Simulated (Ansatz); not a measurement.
A nudged elastic band was laid between two geometries of C₃H₇Al (11 atoms, charge 0, multiplicity 1).

The calculation used RKS PBE0-D4/6-31G* (Ansatz 0.2.0).

- movable images: 7
- climbing image: yes
- spring: 5.0 eV/Å²
- optimiser: quadratic models (default)
- start path: IDPP
- force threshold: 0.05 eV/Å
- iteration limit: 48
- end points: relaxed

Image 0:

```xyz
11
Properties=species:S:1:pos:R:3
C -0.768 1.714 0.407
C 0.021 0.970 1.197
Al 0.701 -0.750 0.577
C 0.193 -1.368 -1.217
H -1.054 1.389 -0.595
H -1.173 2.683 0.707
H 0.252 1.382 2.182
H 1.650 -1.617 1.530
H 0.511 -0.658 -1.991
H 0.629 -2.342 -1.464
H -0.897 -1.461 -1.314
```

Image 8:

```xyz
11
Properties=species:S:1:pos:R:3
C 0.200 1.915 0.037
C 0.424 1.054 1.043
Al 0.161 -0.860 0.783
C -0.433 -1.497 -0.977
H -0.131 1.578 -0.947
H 0.332 2.994 0.132
H 0.753 1.489 1.990
H 0.429 -1.870 1.995
H -1.400 -1.059 -1.258
H 0.274 -1.214 -1.768
H -0.544 -2.586 -1.010
```

Task: What changes between the two ends?

Result: No bond is made or broken. The dihedral C2–Al3–C4–H11 goes from -59 to 180°. The two ends are copies of one structure, up to a mirror image or an exchange of like atoms.

Task: What energy profile does the band end with?

Result: The forces met the threshold. The highest image is number 0 of 0 to 8, 0.0 kJ/mol above the ends, which have the same energy within 2 meV. The highest image is an end point: on this band no image between the ends rises above it. Inner images lie up to 0.007 eV below the lower end, so the ends aren't the lowest states on this path.

```csv
image,path coordinate (Å),energy (kJ/mol),dihedral C2–Al3–C4–H11 (°)
0,0.00,0.0,-59
1,0.46,-0.1,-76
2,0.92,-0.4,-92
3,1.38,-0.6,-109
4,1.84,-0.7,-125
5,2.31,-0.5,-141
6,2.77,-0.2,-157
7,3.23,0.0,-172
8,3.47,0.0,180
```

The run took 2.7 min on 1 thread of Arm Neoverse V1, with other jobs on the host, peak memory 0.15 GiB.
